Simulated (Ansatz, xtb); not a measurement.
## Isomers of C5H9ClO2 in order of energy

6 gas-phase structures of C5H9ClO2, from a drawn sample of its isomers (lower ones may exist). Each was relaxed with GFN2-xTB; where two conformers were screened, the lower at r2SCAN-D4/def2-SVP is listed:

A. `CC[C@H](OC)C(=O)Cl`, a singlet
B. `CC(=O)O[C@H](C)CCl`, a singlet
C. `CO[C@@H]1C[C@@H](Cl)CO1`, a singlet
D. `CC(C)(Cl)CC(=O)O`, a singlet
E. `C[C@H](CCl)COC=O`, a singlet
F. `ClCC1COCOC1`, a singlet

Task: Make a reasoned guess at their ranking by r2SCAN-D4/def2-SVP single-point energy.

Result: Calculated order at r2SCAN-D4/def2-SVP: D (0.0), B (8.0), E (16.2), A (26.0), F (33.2), C (34.1) kcal/mol. Less than 1 kcal/mol parts F and C, so the order within that pair means little.

Energies above the lowest of each column, in kcal/mol; the last columns are at B3LYP-D3(BJ)/def2-SVP geometries and were run for some of them only (a dash: not run or not comparable):

```csv
structure,GFN2-xTB,HF/STO-3G,r2SCAN-D4/def2-SVP,B3LYP-D3(BJ)/def2-SVP,CCSD(T)/def2-SVP + ΔMP2/def2-TZVPP
D,0.0,16.9,0.0,0.0,0.0
B,5.6,13.8,8.0,8.2,9.8
E,12.8,22.7,16.2,15.3,16.7
A,22.1,25.7,26.0,–,–
F,12.5,1.4,33.2,–,–
C,12.0,0.0,34.1,–,–
```

CCSD(T)/def2-SVP + ΔMP2/def2-TZVPP puts D lowest of those it was run on; HF/STO-3G picks C. Flexible structures stand in one conformer each, not always the lowest. B keeps a small imaginary mode. Frequencies (GFN2-xTB) were run for B, D, E alone. ΔMP2 is the change of the MP2 energy from the smaller to the larger basis.

Over these structures GFN2-xTB departs from r2SCAN-D4/def2-SVP by 8.5 kcal/mol on average once a common shift is removed. A GFN2-xTB relaxation took about 0.097 s and the r2SCAN-D4/def2-SVP energy about 2.5 s on a shared host (Ansatz 0.2.0, xtb 6.7.1).
